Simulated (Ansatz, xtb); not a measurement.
**Two isomers of CH4S2Si**

Structure I is `C[SiH]1SS1`, a singlet and structure II is `C[Si](=S)S`, a singlet. Both are isolated molecules in the gas phase, relaxed with PBE0-D3(BJ)/def2-SVP; the shapes shown needn't be the lowest conformers.

I (Å):

```yaml
atoms:
  - { symbol: C, position_ang: [-1.4490, -1.1537, 0.9218] }
  - { symbol: S, position_ang: [-2.1319, -2.9682, 3.7422] }
  - { symbol: S, position_ang: [-0.2415, -3.6785, 2.8916] }
  - { symbol: Si, position_ang: [-0.8888, -1.6845, 2.6103] }
  - { symbol: H, position_ang: [-1.9812, -1.9824, 0.4340] }
  - { symbol: H, position_ang: [-0.5857, -0.8654, 0.3016] }
  - { symbol: H, position_ang: [-2.1228, -0.2855, 0.9938] }
  - { symbol: H, position_ang: [-0.1549, -0.6394, 3.3687] }
```

II (Å):

```json
{"atom": "C", "x (Å)": "-1.1461", "y (Å)": "-0.9527", "z (Å)": "0.8165"}
{"atom": "S", "x (Å)": "0.6824", "y (Å)": "-1.5768", "z (Å)": "3.6585"}
{"atom": "S", "x (Å)": "-2.4944", "y (Å)": "-3.0565", "z (Å)": "2.8148"}
{"atom": "Si", "x (Å)": "-0.8387", "y (Å)": "-1.7837", "z (Å)": "2.4530"}
{"atom": "H", "x (Å)": "-1.2483", "y (Å)": "-1.7069", "z (Å)": "0.0204"}
{"atom": "H", "x (Å)": "-0.3116", "y (Å)": "-0.2799", "z (Å)": "0.5766"}
{"atom": "H", "x (Å)": "-2.0826", "y (Å)": "-0.3743", "z (Å)": "0.8548"}
{"atom": "H", "x (Å)": "-2.0049", "y (Å)": "-3.4878", "z (Å)": "3.9984"}
```

**Question.** Estimate E(II) − E(I) at the level CCSD(T)/def2-SVP + ΔMP2/def2-TZVPP.

**Answer.** Calculated at CCSD(T)/def2-SVP + ΔMP2/def2-TZVPP: E(II) − E(I) = −0.558 eV, so structure II lies lower.

How the difference moves with the method:

| level | geometry | E(II) − E(I) (eV) | departure from the last row (eV) | job, with rough time for the two |
| --- | --- | --- | --- | --- |
| GFN2-xTB | GFN2-xTB | −0.223 | +0.335 | optimisation, 0.85 s |
| HF/STO-3G | GFN2-xTB | +0.551 | +1.109 | single point, 2 s |
| r2SCAN-D4/def2-SVP | GFN2-xTB | −0.806 | −0.248 | single point, 13 s |
| PBE0-D3(BJ)/def2-SVP | PBE0-D3(BJ)/def2-SVP | −0.702 | −0.144 | optimisation, 2.6 min |
| HF/def2-SVP | PBE0-D3(BJ)/def2-SVP | −0.817 | −0.259 | part of the CCSD(T) run |
| MP2/def2-SVP | PBE0-D3(BJ)/def2-SVP | −0.799 | −0.241 | part of the CCSD(T) run |
| CCSD(T)/def2-SVP | PBE0-D3(BJ)/def2-SVP | −0.754 | −0.196 | single point |
| CCSD(T)/def2-SVP + ΔMP2/def2-TZVPP | PBE0-D3(BJ)/def2-SVP | −0.558 |  | single point, 84 s |

As drawn, II has 1 S=Si, 1 S–H in place of 1 S–Si, 1 S–S, 1 Si–H. Structure I has a 3-membered ring, II no ring.

HF/STO-3G puts the two in the other order. The largest departure from CCSD(T)/def2-SVP + ΔMP2/def2-TZVPP is that of HF/STO-3G, 1.109 eV. The last row adds to CCSD(T) the change of the MP2 difference between the two basis sets, here +0.196 eV, a large step that makes the value less sure.

With harmonic frequencies from PBE0-D3(BJ)/def2-SVP (ideal gas, rigid rotor, one conformer each, 298.15 K, 1 atm): the zero-point term adds −0.002 eV; ΔH is −0.545 and ΔG −0.597 eV.

The correlated steps freeze 16 core orbitals. Run with Ansatz 0.2.0, xtb 6.7.1; the last row on 1 thread of AMD EPYC (Zen 3) on a shared host.
